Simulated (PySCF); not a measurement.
From results back to the method.

BF2H3SSi.
Numbering: `[F:1][B:2]([F:3])[SiH2:4][SH:5]` (hydrogens: H6, H7 on Si4; H8 on S5)

The closed-shell ground state was solved 7 times with PySCF (density fitting, gas phase), always in the pcSseg-2 basis (236 functions), with these functionals: B97-2, BHandHLYP, CAM-B3LYP, HF, LC-wPBE, PBE and wB97X-D. One conformer (not necessarily the lowest) at the PBE0-D3(BJ)/def2-SVP geometry, without solvent, vibrations or thermal averaging.

```tsv
row	total energy (Eh)	HOMO (eV)	LUMO (eV)	dipole (D)
P	-913.7467	-6.39	-2.30	0.73
Q	-914.2680	-7.37	-1.35	0.80
R	-912.0408	-10.44	1.99	0.98
S	-914.2579	-8.93	-0.25	0.86
T	-914.2106	-8.71	-0.35	0.88
U	-914.2289	-9.45	0.50	0.87
V	-913.9644	-10.31	0.93	0.91
```

Q: Which functional belongs to which row?

A: P = PBE, Q = B97-2, R = HF, S = CAM-B3LYP, T = BHandHLYP, U = wB97X-D, V = LC-wPBE. By rising HOMO–LUMO gap: PBE (GGA) 4.09 eV; B97-2 (global hybrid, 21 % exact exchange) 6.02 eV; BHandHLYP (global hybrid, 50 % exact exchange) 8.36 eV; CAM-B3LYP (range-separated hybrid) 8.68 eV; wB97X-D (range-separated hybrid) 9.95 eV; LC-wPBE (range-separated hybrid) 11.24 eV; HF (all exact exchange) 12.43 eV. Total energies of different functionals aren't bounds to one another; each is stationary for its own functional.

Conformer computed: `[F:1][B:2]([F:3])[SiH2:4][SH:5]`: F1–B2–Si4–S5 -145°, H–S5–Si4–B2 -42°.

The pairwise dispersion term of wB97X-D wasn't added to the energies; at a given geometry it leaves orbitals and properties as they are.
